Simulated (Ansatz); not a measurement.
One change: `[GeH3][O][CH2][InH2]` becomes `C[O][GeH3]`.

Ansatz, PBE0-D4/def2-TZVP geometries, multiplicity 1. Each molecule was computed in one conformer, which needn't be the lowest.

Elements past krypton have def2 core potentials. Scalar relativity is left out up to krypton.

```
                                          property  `[GeH3][O][CH2][InH2]`
               HOMO energy (B3LYP/def2-TZVPP) / eV                   -6.67
size of the dipole moment (ωB97M-V/def2-TZVPP) / D                    1.36
           HOMO–LUMO gap (ωB97M-V/def2-TZVPP) / eV                    8.88
                LUMO energy (PBE0/def2-TZVPP) / eV                   -1.56
               HOMO–LUMO gap (PBE/def2-TZVPP) / eV                    3.40
                HOMO energy (PBE0/def2-TZVPP) / eV                   -6.85
```

Task: What does the change do to each property? (Best estimate.)

Result: Computed: 
```
                                          property  `C[O][GeH3]`  shift
               HOMO energy (B3LYP/def2-TZVPP) / eV         -7.54  -0.87
size of the dipole moment (ωB97M-V/def2-TZVPP) / D          1.14  -0.22
           HOMO–LUMO gap (ωB97M-V/def2-TZVPP) / eV         12.23   3.35
                LUMO energy (PBE0/def2-TZVPP) / eV          0.31   1.87
               HOMO–LUMO gap (PBE/def2-TZVPP) / eV          5.64   2.24
                HOMO energy (PBE0/def2-TZVPP) / eV         -7.77  -0.92
```

With PBE0 the HOMO falls by 0.92 eV and the LUMO rises by 1.87 eV, so the gap widens by about 2.79 eV. PBE moves the HOMO by -0.50 eV and ωB97M-V by -1.14 eV. The zero-point energy changes by -0.7 kJ/mol with -6 modes. Dipoles are sizes alone; their direction can turn.

Positive LUMOs are unbound, so they and the gaps depend on the basis.

B3LYP here is the variant with VWN-RPA as its local correlation; programs differ in this.
